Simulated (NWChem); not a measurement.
Species: GeHCl₂F; SMILES [GeH]([Cl])([Cl])[F]

Program: NWChem. Geometry: optimised at PBE0/def2-SVP. B3LYP is NWChem's, with the RPA form of VWN correlation. Static field.

```tsv
level	isotropic polarisability (bohr³)	anisotropy (bohr³)
PBE/aug-cc-pVDZ	58.5	17.9
B3LYP/aug-cc-pVDZ	56.5	17.2
CAM-B3LYP/aug-cc-pVDZ	…	…
BHandHLYP/aug-cc-pVDZ	53.9	16.1
```

Complete the blanks.


- CAM-B3LYP/aug-cc-pVDZ, isotropic polarisability (bohr³): 55.5
- CAM-B3LYP/aug-cc-pVDZ, anisotropy (bohr³): 16.5
